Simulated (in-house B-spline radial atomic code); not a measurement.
A radial electron density 4πr²n(r) was computed for an atom or ion in its tabulated ground configuration with an all-electron radial atomic-structure program (B-spline basis); method: Dirac-Kohn-Sham CAM-B3LYP, spherical fractional occupations. Columns: r (bohr), 4πr²n(r) (electrons per bohr), bar.

```
 0.00103    2.227 #
 0.00127    3.189 ##
 0.00156    4.512 ##
 0.00191    6.303 ###
 0.00235    8.798 ####
 0.00289    12.14 ######
 0.00354    16.43 ########
 0.00435    21.98 ###########
 0.00534     28.8 ##############
 0.00656    36.87 ##################
 0.00806    45.83 ######################
  0.0099    54.95 ###########################
  0.0122    63.26 ###############################
  0.0149    68.99 ##################################
  0.0183    71.42 ###################################
  0.0225    69.97 ##################################
  0.0276    65.95 ################################
  0.0339    62.43 ##############################
  0.0417    63.37 ###############################
  0.0511    70.76 ##################################
  0.0628    82.26 ########################################
  0.0771    90.47 ############################################
  0.0947    88.37 ###########################################
   0.116    76.93 #####################################
   0.143    66.28 ################################
   0.175    67.21 #################################
   0.215    75.39 #####################################
   0.264    74.24 ####################################
   0.325    55.67 ###########################
   0.399    33.74 ################
   0.489    25.31 ############
   0.601    28.43 ##############
   0.738    28.85 ##############
   0.906    21.31 ##########
    1.11    11.97 ######
    1.37    5.691 ###
    1.68    2.721 #
    2.06    1.161 #
    2.53   0.3492 
    3.11   0.0614 
    3.82 0.005374 
    4.68 0.0002078 
    5.75 2.705e-06
```

(1) Which atom or ion is it?
A. Xe6+
B. Te6+
C. Cs6+
D. I6+

Answers

(1) A. The area under the curve, ∫4πr²n dr = ∫r·4πr²n d(ln r) on this logarithmic grid, is 48 electrons, which only this option has. The configuration is [Kr] 4d10 5s2.
